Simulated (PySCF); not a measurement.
A side-by-side comparison of computed properties.

First species: CH12O3Si4.
Bonds: C1–Si2, Si2–O3, O3–Si4, Si4–O5, O5–Si6, Si4–O7, O7–Si8. Hydrogens: H9, H10, H11 on C1; H12, H13 on Si2; H14 on Si4; H15, H16, H17 on Si6; H18, H19, H20 on Si8.

Second species: C4H9N3SSi2.
Atom-mapped SMILES: `[CH3:1][S:2][Si@@:3]([NH2:4])([CH2:5][C:6]#[N:7])[SiH2:8][C:9]#[N:10]` (hydrogens: H11, H12, H13 on C1; H14, H15 on N4; H16, H17 on C5; H18, H19 on Si8)

Levels: PBE0/pcSseg-1 for dipole moment, HOMO energy, LUMO energy and HOMO–LUMO gap; GFN2-xTB for rotational constant A and rotational constant C. Geometries: GFN2-xTB. All species are isolated and taken at one optimised geometry, non-relativistic unless stated; the electronic structure was computed with PySCF and density fitting.

The conformers computed, where there is a choice (atom-mapped SMILES and torsion angles):
- `[CH3:1][SiH2:2][O:3][SiH:4]([O:5][SiH3:6])[O:7][SiH3:8]`: C1–Si2–O3–Si4 -31°, Si2–O3–Si4–O5 -44°, O3–Si4–O5–Si6 57°, O3–Si4–O7–Si8 -93°
- `[CH3:1][S:2][Si@@:3]([NH2:4])([CH2:5][C:6]#[N:7])[SiH2:8][C:9]#[N:10]`: C1–S2–Si3–N4 170°, S2–Si3–C5–C6 -161°, S2–Si3–Si8–C9 -72°, H–N4–Si3–S2 13°, H–N4–Si3–S2 159°

Values for the first species:

| Quantity | Value |
| --- | --- |
| Dipole moment | 2.13 D |
| HOMO energy | -8.60 eV |
| LUMO energy | -0.10 eV |
| HOMO–LUMO gap | 8.50 eV |
| Rotational constant A | 0.999 GHz |
| Rotational constant C | 0.625 GHz |

**Question.** Estimate the same properties for the second species, and the change in each.

**Answer.** 
```
             property      first     second  second less first
        dipole moment     2.13 D     3.70 D            +1.57 D
          HOMO energy   -8.60 eV   -7.40 eV           +1.20 eV
          LUMO energy   -0.10 eV   -1.34 eV           -1.24 eV
        HOMO–LUMO gap    8.50 eV    6.06 eV           -2.44 eV
rotational constant A  0.999 GHz  0.822 GHz         -0.177 GHz
rotational constant C  0.625 GHz  0.526 GHz         -0.099 GHz
```

On the first: In atomic units the dipole is 0.84 e·bohr (1 au = 2.5417 D).

On the second: A dipole of 3.70 D is allowed in C1, and pure rotational transitions are dipole-allowed. The dipole equals about 12.4 × 10⁻³⁰ C·m (1 D = 3.33564 × 10⁻³⁰ C·m).
